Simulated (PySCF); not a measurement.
Mo(NH)2(Cl)2 (Cl2H2MoN2), SMILES [NH]=[Mo](=[NH])([Cl])[Cl], multiplicity 1. The structure is a stationary point at PBE0-D3(BJ)/def2-SVP. The multiplicity is an assumed one; no other spin state was optimised. The structure was generated by enumeration; whether it is a known compound was not checked. The def2 effective core potentials stand for the cores of Mo; spin–orbit coupling is left out.

The numbers are results of PBE0-D3(BJ)/def2-SVP in PySCF, not measurements.

Harmonic wavenumbers (cm⁻¹): 108, 174, 209, 216, 306, 381, 399, 422, 637, 653, 751, 1020, 1058, 3618, 3622. Rotational constants (GHz): 2.765, 1.533, 1.293; symmetry number 2.

Work out the zero-point energy and the ideal-gas rigid-rotor harmonic-oscillator thermochemistry at 298.15 K and 1 atm.

ZPE = ½ Σ hcν = ½ × 13576 cm⁻¹ = 81.21 kJ/mol. H − E(el) = 102.08 kJ/mol. Entropy in J/(mol K): translation 174.63, rotation 113.33, vibration 63.47, total 351.42. G − E(el) = -2.70 kJ/mol. Cp = 103.59 J/(mol K). Modes under 150 cm⁻¹ make the vibrational entropy uncertain.
